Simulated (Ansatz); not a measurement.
Ansatz (a first-principles code) input (r2SCAN/aug-cc-pVQZ):

Ansatz 0.2 input:
```yaml
crystal:
  periodic: [false, false, false]
  atoms:
    - {symbol: B, position_ang: [-0.00000000, -0.00000000, -0.61304571]}
    - {symbol: N, position_ang: [0.00000000, 0.00000000, 0.69245456]}
    - {symbol: H, position_ang: [-0.00000000, -0.00000000, -1.78195339]}
basis:
  gaussian:
    orbitals: aug-cc-pVQZ
hamiltonian:
  xc: {name: r2SCAN}
magnetization: {spin_polarized: true, initial_magnetization: 1}
accuracy: high
```

Output:

```
Functional definition: r2SCAN
integrals: 0.88 GiB planned
2701 factors; integrals over basis functions are off by at most 3.4e-9 eV
mean field: 1.45 GiB planned
mean field evaluation 1: about -2175.0368 eV, gradient 3.0e1 eV
mean field evaluation 2: about -2145.1815 eV, gradient 7.4e1 eV
mean field evaluation 4: about -2178.8829 eV, gradient 2.7e0 eV
mean field evaluation 8: about -2178.9215 eV, gradient 2.7e-1 eV
mean field evaluation 16: about -2178.9220 eV, gradient 2.9e-4 eV
mean field evaluation 32: about -2178.9220 eV, gradient 1.1e-2 eV
mean field -2178.92204109 eV, -80.0739080837 hartree, gradient 9.0e-8 eV, S^2 0.755758; 2 other end points of the search recorded, 0 dependent functions left out
reference -2178.92204605 eV, -80.0739082660 hartree; 7, 6 occupied and 199, 200 virtual orbitals, 2701 factors
Total energy: -2178.92204605 eV, -80.0739082660 hartree
```
